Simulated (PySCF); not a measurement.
## Basis-set dependence of population analyses: `P[SiH]1OCCO1`

Compound: C₂H₇O₂PSi.
Geometry (PBE0-D3(BJ)/def2-SVP, Å), atoms numbered from 1 in this order:
```
atom  x, y, z in Å
P1     2.377    1.085   -0.542
Si2    0.803   -0.394    0.091
O3    -0.345   -0.665   -1.100
C4    -1.482    0.130   -0.815
C5    -1.551    0.290    0.709
O6    -0.220    0.355    1.189
H7     3.013    1.022    0.738
H8     3.215    0.069   -1.097
H9     1.354   -1.694    0.564
H10   -2.382   -0.363   -1.215
H11   -1.385    1.117   -1.305
H12   -2.091    1.206    0.996
H13   -2.071   -0.571    1.168
```

PBE0 throughout (PySCF), one geometry, spherical d and f functions. Geometry: PBE0-D3(BJ)/def2-SVP, one conformer, isolated molecule. Atoms taken as equivalent share a column and are averaged. The first 7 of 8 kinds of atom are listed.

Mulliken charges (e):

```
        basis  functions      P1     Si2   O3/O6   C4/C5   H7/H8      H9  H10/H13
       STO-3G         45  +0.134  +0.710  -0.363  -0.073  -0.080  -0.119   +0.077
        6-31G         76  -0.137  +1.075  -0.698  -0.100  +0.004  -0.112   +0.190
     pcSseg-0         76  -0.412  +1.270  -0.834  -0.157  +0.103  -0.083   +0.248
       6-31G*        106  -0.231  +0.868  -0.579  -0.102  +0.043  -0.078   +0.178
      cc-pVDZ        127  -0.159  +0.607  -0.430  +0.104  +0.039  -0.062   +0.047
     def2-SVP        127  -0.156  +0.731  -0.504  +0.142  +0.022  -0.084   +0.047
  aug-cc-pVDZ        209  -0.927  +0.810  -0.842  +0.914  +0.368  +0.356   -0.283
6-311+G(2d,p)        220  -0.256  +1.005  -0.578  -0.131  +0.081  -0.045   +0.138
    def2-TZVP        240  -0.252  +0.513  -0.375  -0.040  +0.091  -0.027   +0.104
      cc-pVTZ        286  -0.165  +0.480  -0.343  +0.010  +0.042  -0.047   +0.078
     IGLO-III        298  -0.011  +1.104  -0.560  -0.068  -0.042  -0.183   +0.108
     pcSseg-2        328  -0.046  +0.831  -0.570  +0.167  -0.010  -0.110   +0.037
```

IAO charges (e):

| basis | functions | P1 | Si2 | O3/O6 | C4/C5 | H7/H8 | H9 | H10/H13 |
| --- | --- | --- | --- | --- | --- | --- | --- | --- |
| STO-3G | 45 | +0.039 | +0.890 | -0.451 | -0.160 | -0.048 | -0.117 | +0.127 |
| 6-31G | 76 | -0.144 | +0.995 | -0.603 | -0.107 | +0.022 | -0.095 | +0.155 |
| pcSseg-0 | 76 | -0.182 | +1.013 | -0.598 | -0.103 | +0.035 | -0.104 | +0.151 |
| 6-31G* | 106 | -0.127 | +1.131 | -0.639 | -0.069 | -0.002 | -0.141 | +0.139 |
| cc-pVDZ | 127 | -0.136 | +1.117 | -0.632 | -0.068 | +0.005 | -0.142 | +0.138 |
| def2-SVP | 127 | -0.131 | +1.128 | -0.634 | -0.064 | +0.002 | -0.148 | +0.136 |
| aug-cc-pVDZ | 209 | -0.142 | +1.130 | -0.645 | -0.071 | +0.008 | -0.140 | +0.143 |
| 6-311+G(2d,p) | 220 | -0.131 | +1.158 | -0.655 | -0.073 | +0.002 | -0.148 | +0.144 |
| def2-TZVP | 240 | -0.135 | +1.172 | -0.656 | -0.070 | +0.001 | -0.152 | +0.142 |
| cc-pVTZ | 286 | -0.141 | +1.160 | -0.651 | -0.072 | +0.004 | -0.149 | +0.142 |
| IGLO-III | 298 | -0.130 | +1.167 | -0.657 | -0.072 | +0.001 | -0.151 | +0.143 |
| pcSseg-2 | 328 | -0.134 | +1.168 | -0.656 | -0.071 | +0.001 | -0.152 | +0.143 |

Hirshfeld charges (e):

```csv
basis,functions,P1,Si2,O3/O6,C4/C5,H7/H8,H9,H10/H13
STO-3G,45,+0.067,+0.470,-0.247,+0.042,-0.044,-0.083,+0.011
6-31G,76,-0.017,+0.416,-0.280,+0.016,+0.001,-0.060,+0.047
pcSseg-0,76,-0.017,+0.443,-0.267,+0.011,-0.005,-0.074,+0.043
6-31G*,106,-0.026,+0.385,-0.250,+0.017,+0.001,-0.067,+0.043
cc-pVDZ,127,-0.013,+0.399,-0.233,0.000,-0.006,-0.075,+0.042
def2-SVP,127,-0.008,+0.404,-0.239,+0.002,-0.007,-0.077,+0.043
aug-cc-pVDZ,209,-0.010,+0.422,-0.251,-0.009,-0.006,-0.070,+0.048
"6-311+G(2d,p)",220,-0.006,+0.416,-0.252,-0.004,-0.007,-0.071,+0.048
def2-TZVP,240,-0.013,+0.410,-0.245,-0.005,-0.005,-0.072,+0.047
cc-pVTZ,286,-0.014,+0.409,-0.241,-0.005,-0.006,-0.072,+0.046
IGLO-III,298,-0.003,+0.412,-0.247,-0.009,-0.006,-0.070,+0.047
pcSseg-2,328,-0.011,+0.420,-0.250,-0.008,-0.006,-0.072,+0.048
```

Some averages cover members that differ in this geometry, most widely: C4/C5, Mulliken in 6-311+G(2d,p) -0.150 to -0.112; O3/O6, Mulliken in 6-311+G(2d,p) -0.597 to -0.560; H10/H13, Mulliken in aug-cc-pVDZ -0.300 to -0.266; C4/C5, Mulliken in aug-cc-pVDZ +0.901 to +0.928 e.

Question: Which scheme is steadiest as the basis changes?

Answer: Largest range over the bases for any column: Hirshfeld 0.09 e, IAO 0.28 e, Mulliken 1.07 e. Hirshfeld charges move least and Mulliken charges most, counted in e. Without the minimal STO-3G basis the ranges are Hirshfeld 0.06, IAO 0.18, Mulliken 1.07 e.

Question: How much do the charges still move between the two largest bases, IGLO-III and pcSseg-2?

Answer: At most, over all atoms: Mulliken 0.274 e, IAO 0.003 e, Hirshfeld 0.009 e.

Question: What do the same runs give for the total energy, the frontier levels and the dipole moment?

Answer: 
```json
{"basis": "STO-3G", "energy (Eh)": "-851.0461", "HOMO (eV)": "-3.80", "LUMO (eV)": "5.37", "μ (D)": "0.57"}
{"basis": "6-31G", "energy (Eh)": "-861.0609", "HOMO (eV)": "-7.41", "LUMO (eV)": "0.41", "μ (D)": "1.03"}
{"basis": "pcSseg-0", "energy (Eh)": "-859.9555", "HOMO (eV)": "-7.50", "LUMO (eV)": "0.33", "μ (D)": "1.37"}
{"basis": "6-31G*", "energy (Eh)": "-861.2296", "HOMO (eV)": "-7.37", "LUMO (eV)": "0.38", "μ (D)": "0.97"}
{"basis": "cc-pVDZ", "energy (Eh)": "-861.2765", "HOMO (eV)": "-7.36", "LUMO (eV)": "0.40", "μ (D)": "0.82"}
{"basis": "def2-SVP", "energy (Eh)": "-860.9016", "HOMO (eV)": "-7.42", "LUMO (eV)": "0.41", "μ (D)": "0.88"}
{"basis": "aug-cc-pVDZ", "energy (Eh)": "-861.3023", "HOMO (eV)": "-7.47", "LUMO (eV)": "-0.20", "μ (D)": "0.77"}
{"basis": "6-311+G(2d,p)", "energy (Eh)": "-861.3699", "HOMO (eV)": "-7.51", "LUMO (eV)": "-0.06", "μ (D)": "0.81"}
{"basis": "def2-TZVP", "energy (Eh)": "-861.3968", "HOMO (eV)": "-7.47", "LUMO (eV)": "0.06", "μ (D)": "0.82"}
{"basis": "cc-pVTZ", "energy (Eh)": "-861.3903", "HOMO (eV)": "-7.45", "LUMO (eV)": "0.15", "μ (D)": "0.82"}
{"basis": "IGLO-III", "energy (Eh)": "-861.3985", "HOMO (eV)": "-7.46", "LUMO (eV)": "0.12", "μ (D)": "0.76"}
{"basis": "pcSseg-2", "energy (Eh)": "-861.4089", "HOMO (eV)": "-7.51", "LUMO (eV)": "0.01", "μ (D)": "0.80"}
```

The dipole is fixed by the density alone, so its range of 0.80 D shows that the density itself changes with the basis, not only its division among atoms.
